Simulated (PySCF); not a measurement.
Input for PySCF: R-M06-2X/def2-TZVPP on GaH3Se2 (SMILES [SeH][GaH][SeH]), a point of a torsion scan.

```python
from pyscf import gto, dft

mol = gto.M(
    atom='''
    Se   -2.27111323   -0.59811218   -0.23720841
    Ga   -0.35057096    0.72794005   -0.33062298
    Se    0.82550249    1.30456422    1.61872224
    H    -2.14295841   -0.67930459    1.20256869
    H     0.19644699    1.26153245   -1.71062154
    H     1.79961475    2.07909807    0.89391314
    ''',
    basis='def2-tzvpp',
    charge=0, spin=0, verbose=4, max_memory=1800)
mf = dft.RKS(mol, xc='m062x').density_fit(auxbasis='def2-universal-jkfit')
mf.grids.level = 4
mf.conv_tol = 1e-9
mf.max_cycle = 150
mf.kernel()
mf.dip_moment()
```

**Question.** What total energy does the run end on?

**Answer.** -6729.8790 hartree.
